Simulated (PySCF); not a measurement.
**Spin-rotation constants: `CCC1=C(F)COC1`, C₆H₉FO**

Molfile (atoms numbered from 1):
```
C6H9FO
     RDKit          3D

 17 17  0  0  0  0  0  0  0  0999 V2000
    2.3211    0.3883    0.1380 C   0  0  0  0  0  0  0  0  0  0  0  0
    1.3054   -0.7128   -0.1383 C   0  0  0  0  0  0  0  0  0  0  0  0
   -0.1122   -0.2538   -0.0616 C   0  0  0  0  0  0  0  0  0  0  0  0
   -0.6521    0.9261    0.2066 C   0  0  0  0  0  0  0  0  0  0  0  0
   -0.0427    2.0849    0.4993 F   0  0  0  0  0  0  0  0  0  0  0  0
   -2.1501    0.8847    0.1617 C   0  0  0  0  0  0  0  0  0  0  0  0
   -2.4499   -0.4566   -0.1726 O   0  0  0  0  0  0  0  0  0  0  0  0
   -1.2503   -1.2064   -0.3151 C   0  0  0  0  0  0  0  0  0  0  0  0
    2.2154    1.1963   -0.5810 H   0  0  0  0  0  0  0  0  0  0  0  0
    3.3303   -0.0098    0.0661 H   0  0  0  0  0  0  0  0  0  0  0  0
    2.1815    0.7982    1.1347 H   0  0  0  0  0  0  0  0  0  0  0  0
    1.4764   -1.1338   -1.1344 H   0  0  0  0  0  0  0  0  0  0  0  0
    1.4386   -1.5295    0.5784 H   0  0  0  0  0  0  0  0  0  0  0  0
   -2.5989    1.1429    1.1317 H   0  0  0  0  0  0  0  0  0  0  0  0
   -2.5594    1.5624   -0.6006 H   0  0  0  0  0  0  0  0  0  0  0  0
   -1.2068   -1.6317   -1.3273 H   0  0  0  0  0  0  0  0  0  0  0  0
   -1.2533   -2.0372    0.4044 H   0  0  0  0  0  0  0  0  0  0  0  0
  1  2  1  0
  2  3  1  0
  3  4  2  0
  4  5  1  0
  4  6  1  0
  6  7  1  0
  7  8  1  0
  8  3  1  0
  1  9  1  0
  1 10  1  0
  1 11  1  0
  2 12  1  0
  2 13  1  0
  6 14  1  0
  6 15  1  0
  8 16  1  0
  8 17  1  0
M  END
```

Method: GIAO PBE0/pcSseg-1 magnetisability, rotational g tensor and spin-rotation constants, non-relativistic, gas phase in PySCF. Geometry: GFN2-xTB.

Question: Give the nuclear spin-rotation constants along the inertial axes (H = +C I·J) beside the isotropic shieldings.

Answer: Rotational constants 3.3197, 1.7174, 1.1648 GHz. A star marks the isotopologue with that one atom substituted, in its own axes.
```csv
atom,isotope,Caa (kHz),Cbb (kHz),Ccc (kHz),mean (kHz),σ (ppm)
F5,19F,3.999,2.235,-0.065,2.056,328.8
H9,1H,-0.332,-0.114,-0.025,-0.157,30.0
H10,1H,-0.006,-0.144,-0.130,-0.093,30.5
H11,1H,-0.332,-0.111,-0.027,-0.157,30.0
H12,1H,-0.340,-0.103,-0.029,-0.157,29.7
H13,1H,-0.339,-0.107,-0.026,-0.158,29.7
H14,1H,-0.222,-0.123,0.006,-0.113,26.8
H15,1H,-0.222,-0.122,0.005,-0.113,26.8
H16,1H,-0.337,-0.064,0.007,-0.131,26.9
H17,1H,-0.337,-0.067,0.009,-0.132,26.9
C1,13C*,0.450,0.221,0.157,0.276,174.0
C2,13C*,0.500,0.276,0.157,0.311,163.5
C3,13C*,1.337,0.559,0.186,0.694,68.3
C4,13C*,1.579,0.534,0.340,0.818,25.1
C6,13C*,0.789,0.318,0.308,0.471,110.2
O7,17O*,0.000,-0.102,-0.132,-0.078,325.9
C8,13C*,0.624,0.418,0.328,0.457,104.4
```
For the geometry as given, no vibrational averaging.

Question: How do the rotational constants and the g tensor change when H9, H10, H11, H12, H13, H14, H15, H16, H17 are replaced by deuterium?

Answer: Constants 2.8420, 1.4671, 1.0168 GHz; g -0.0222, -0.0120, -0.0089, against -0.0254, -0.0142, -0.0101 before.
